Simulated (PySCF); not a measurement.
Compound: C7H16FNSi.
SMILES with atom numbers: `[CH3:1][CH2:2][CH2:3][Si@@H:4]([NH:5][CH3:6])[C@@H:7]1[CH2:8][C@@H:9]1[F:10]`

Geometry (PBE0-D3(BJ)/def2-SVP, Å), atoms numbered from 1 in this order:
```
atom  x, y, z in Å
C1     2.5345   -0.5586    0.3920
C2     1.0273   -0.7606    0.4335
C3     0.2457    0.4034   -0.1761
Si4   -1.6251    0.2358   -0.0648
N5    -2.3663    1.3983   -1.1249
C6    -2.0726    2.8109   -1.1184
C7    -2.2302   -1.4359   -0.6595
C8    -3.4784   -2.0643   -0.0463
C9    -2.1426   -2.6518    0.1984
F10   -1.6025   -2.5277    1.4429
H11    2.8891   -0.4153   -0.6417
H12    2.8327    0.3334    0.9666
H13    3.0727   -1.4216    0.8137
H14    0.7038   -0.9233    1.4756
H15    0.7670   -1.6932   -0.0956
H16    0.5139    0.5334   -1.2403
H17    0.5370    1.3453    0.3244
H18   -2.0313    0.3768    1.3770
H19   -3.3203    1.1903   -1.4020
H20   -1.0066    2.9729   -0.8938
H21   -2.6499    3.3949   -0.3740
H22   -2.2547    3.2656   -2.1075
H23   -2.0781   -1.6124   -1.7313
H24   -4.1812   -2.6000   -0.6904
H25   -3.9364   -1.5376    0.7966
H26   -1.8740   -3.6121   -0.2544
```

Probes without a nucleus sit at each ring's centroid and 1 Å off its mean plane on both sides; NICS is minus the shielding there, NICSzz its component along the normal. Level: GIAO PBE0/pcSseg-1 (PySCF, non-relativistic, gas phase) on the PBE0-D3(BJ)/def2-SVP geometry, one conformer.

Ring bond lengths (Å), with Mayer bond orders in brackets: C7–C8 1.526 (0.93), C8–C9 1.480 (0.97), C9–C7 1.491 (0.95).

Task: What do the NICS probes read (ppm)?

Result: 
```json
{"ring": "C7–C8–C9", "type": "3-membered carbocycle; formal bonds all single", "NICS(0)": "-39.8", "NICS(1), two faces": "-9.8 / -6.7", "NICS(1)zz, two faces": "-24.2 / -14.8", "rms pucker (Å)": "0.00", "centre to ring atoms, mean (Å)": "0.87"}
```

Task: What can be read from them?

Result: 
- C7–C8–C9: mean NICS(1)zz -19.5 ppm, shielded. C7, C8, C9 have four or more neighbours, and the NICS criterion for π rings isn't applied. The two faces differ by 9.4 ppm, so no symmetry operation interchanges them. NICS(0) lies 32 ppm below the mean NICS(1).

Task: Give the inner angles of the rings and the Hirshfeld charges of the ring atoms.

Result: 
- C7–C8–C9: C7 58.7° (-0.145 e), C8 59.4° (-0.096 e), C9 61.8° (+0.046 e); sum 180.0° against 180° for a flat convex ring.

Task: How shielded are the nuclei of the rings and their hydrogens (means over atoms taken as equivalent)?

Result: 
| atoms | environment | σ isotropic (ppm) |
| --- | --- | --- |
| C7 | sp3 carbon bound to silicon | 179.6 |
| C8 | three-membered-ring carbon | 172.9 |
| C9 | sp3 C–F carbon | 112.4 |
| H23 | methine hydrogen | 31.59 |
| H24 | methylene hydrogen | 30.52 |
| H25 | methylene hydrogen | 30.42 |
| H26 | methine hydrogen | 26.81 |

Task: How do the values depend on the level or the medium?

Result: 
```tsv
level	NICS(0), C7–C8–C9	mean NICS(1)zz, C7–C8–C9
PBE0/pcSseg-1, gas	-39.8	-19.5
PBE0/pcSseg-1, IEF-PCM tetrahydrofuran	-39.9	-19.5
PBE0/pcSseg-1, IEF-PCM water	-40.0	-19.5
```

The geometry is the same throughout; the continuum's cavity takes Bondi-type radii × 1.2.
